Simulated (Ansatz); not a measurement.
Mulliken charges of ClH5OSSi2 (`[SiH3]O[SiH](S)Cl`) from ωB97M-V/def2-TZVPP in Ansatz (PBE0-D4/def2-TZVP geometry).

| atom | x (Å) | y (Å) | z (Å) | charge (e) |
| --- | --- | --- | --- | --- |
| Si1 | -1.677 | 0.351 | -0.358 | 0.301 |
| O2 | -0.236 | 0.723 | 0.342 | -0.380 |
| Si3 | 1.324 | 0.315 | 0.449 | 0.474 |
| S4 | 1.628 | -1.637 | 1.220 | -0.227 |
| Cl5 | 2.145 | 0.459 | -1.426 | -0.205 |
| H6 | -1.829 | 1.122 | -1.615 | -0.024 |
| H7 | -2.753 | 0.712 | 0.594 | -0.023 |
| H8 | -1.732 | -1.104 | -0.657 | -0.033 |
| H9 | 2.004 | 1.252 | 1.358 | -0.007 |
| H10 | 1.211 | -2.244 | 0.095 | 0.124 |

Question: By hand: the dipole of these point charges (1 e Å = 4.8032 D).

Answer: Σ q r = (-0.296, -0.036, 0.040) e Å, of length 0.301 e Å = 1.45 D.

Question: How does the dipole of the full density compare? (Estimate.)

Answer: The calculation gave: (-0.210, -0.055, -0.014) e Å, 1.04 D; the point charges give 1.39 times that, at 14° from its direction.

Point charges leave out the atoms' own dipoles, such as those of lone pairs, and Mulliken's split depends on the basis, so the two needn't agree.
